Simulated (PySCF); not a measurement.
Species: C8H6S2.
Z-matrix (Å and degrees, PBE0-D3(BJ)/def2-SVP geometry), rows numbered from 1:
```
C 
C   1  1.3702
S   2  1.7168  1  111.75
C   3  1.7345  2   92.15  1     0.00
C   4  1.4483  3  120.57  2  -180.00
C   5  1.3800  4  128.89  3     0.07
C   6  1.4191  5  113.11  4   180.00
C   7  1.3702  6  112.55  5     0.02
S   8  1.7167  7  111.74  6     0.00
C   4  1.3799  3  110.47  2    -0.01
H   1  1.0905  2  123.40  3   179.98
H   2  1.0889  1  128.29  3  -179.99
H   6  1.0913  5  122.80  4    -0.02
H   7  1.0905  6  124.05  5   180.00
H   8  1.0889  7  128.29  6   179.99
H  10  1.0913  1  124.11  2   179.95
```

Level: PBE0/pcSseg-1 in PySCF, non-relativistic, on one gas-phase PBE0-D3(BJ)/def2-SVP geometry that isn't relaxed in the solvent. The solvent is an IEF-PCM continuum (Bondi radii, 1.10 Å for H, scaled by 1.2). Specific hydrogen bonds and non-electrostatic terms are outside this model.

```json
{"run": "gas", "E − E(gas) (kJ/mol)": "0.00", "HOMO (eV)": "-6.03", "HOMO–LUMO gap (eV)": "4.57", "dipole (D)": "0.00"}
{"run": "P", "E − E(gas) (kJ/mol)": "-17.50", "HOMO (eV)": "-6.06", "HOMO–LUMO gap (eV)": "4.58", "dipole (D)": "0.00"}
{"run": "Q", "E − E(gas) (kJ/mol)": "-14.34", "HOMO (eV)": "-6.05", "HOMO–LUMO gap (eV)": "4.57", "dipole (D)": "0.00"}
{"run": "R", "E − E(gas) (kJ/mol)": "-20.49", "HOMO (eV)": "-6.08", "HOMO–LUMO gap (eV)": "4.58", "dipole (D)": "0.00"}
```

Task: The runs were made in chloroform, dichloromethane and methanol. Which run belongs to which solvent?

Result: P = dichloromethane, Q = chloroform, R = methanol. The dielectric constants are 4.711 (chloroform), 8.93 (dichloromethane), 32.61 (methanol), and the energy falls further as ε rises. In this model the ground state sees the solvent through ε alone.

Task: How constant is the ratio of the lowering to (ε − 1)/(2ε + 1)?

Result: 
```
        solvent  (ε − 1)/(2ε + 1)  E − E(gas) (kJ/mol)  ratio (kJ/mol)  polarisation term (kJ/mol)
     chloroform             0.356               -14.34           -40.3                      -15.51
dichloromethane             0.420               -17.50           -41.6                      -19.26
       methanol             0.477               -20.49           -42.9                      -22.94
```

The ratio changes by +6.6 % in size from chloroform to methanol. The polarisation term is half the interaction of the solute with the induced surface charges.
